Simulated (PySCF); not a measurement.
AlH7O2Si2, SMILES [OH][Al]([OH])[SiH2][SiH3].

Coordinates come from a TPSSh-D3(BJ)/def2-SVP optimisation. The structure was generated by enumeration; whether it is a known compound was not checked. One conformer was computed; it need not be the lowest.

Calculation: HF/def2-TZVP (PySCF).

The molecule is in vacuum.

Computed frontier levels, gap, dipole moment and polarisability:
The highest occupied level is -10.10 eV. The lowest empty level comes out as 1.88 eV and the orbital gap is 11.99 eV. The dipole moment is 2.75 D and the quadrupole, principal values (traceless, Buckingham form, about the centre of nuclear charge) is -11.31, -2.16, 13.47 D·Å. The mean static polarisability is 83.6 bohr³ (12.39 Å³) and the polarisability, principal values is 74.1, 78.3, 98.6 bohr³.
